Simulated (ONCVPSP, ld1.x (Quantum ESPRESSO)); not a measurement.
## Potentials for zinc compared

Generated with ld1.x 7.5 (TM, RRKJ, ultrasoft, PAW), atompaw 4.2 or ONCVPSP 4.0.1. The cutoff is in Ry: for ld1.x and atompaw files where the sum of valence levels is converged to 10 mRy in a Bessel basis, for ONCV files where the hardest occupied wave has 1 mHa per electron of residual kinetic energy. The error is the largest all-electron minus pseudo excitation energy over each file’s own four to seven test configurations (ionisations up to +4, promotions, holes and added fractions of an electron), all of which were solved. The labels leave out finer settings (local radius, basis sizes, second energies), which also bear on the numbers. Spin-polarised tests are not counted. The rows are a selection from randomly drawn settings: files with unsolved tests, undetermined cutoffs or missed reference levels are left out.

A true bound ghost makes a file unfit for plane-wave use even where its test errors are small: the radial tests pick states by their node count and pass the ghost by.

| potential | cutoff (Ry) | largest error (meV) | bound ghosts |
| --- | --- | --- | --- |
| ONCV, BLYP, scalar-relativistic, rc 1.42/0.74/1.36/1.46 (spdf), local smoothed, core correction yes, reference 3s2 3p6 3d10 4s2, qcut 7.7/12.9/13.5/7.5, projectors 2/3/1/2 | 138 | -28 | p |
| ONCV, PBE, scalar-relativistic, rc 1.25/1.45/0.90/1.15 (spdf), local smoothed, core correction no, reference 3s2 3p6 3d10 4s1 4p1, qcut 11.6/8/19.2/10.7, projectors 2/2/2/2 | 256 | +132 | none |
| TM, PBEsol, scalar-relativistic, rc 1.60/2.65 (sp), local smoothed, core correction no, reference 4s2 4p0 | 30 | +118 | s |
| RRKJ, PBEsol, fully relativistic, rc 1.70/3.20/1.35 (spd), local s, core correction no, reference 3d10 4s2 4p0 | 120 | -1213 | none |
| TM, PBEsol, scalar-relativistic, rc 1.90/3.20/1.05 (spd), local d, core correction no, reference 3d10 4s1.75 4p0 | 230 | -122 | s, p |
| ONCV, LDA (Perdew-Zunger), scalar-relativistic, rc 0.95/0.75/0.95 (spd), local smoothed, core correction yes, reference 3s2 3p6 3d10 4s2, qcut 13.8/13/16.2, projectors 3/1/2 | 210 | -6.0 | none |

(1) Fill in the row for Zn: TM, PBE, scalar-relativistic, rc 0.65/1.05/1.35 (spd), local s, core correction no, reference 3s2 3p6 3d10 4s0 4p0.

Results:

(1) cutoff 300 Ry, largest error +220 meV, bound ghosts: none.
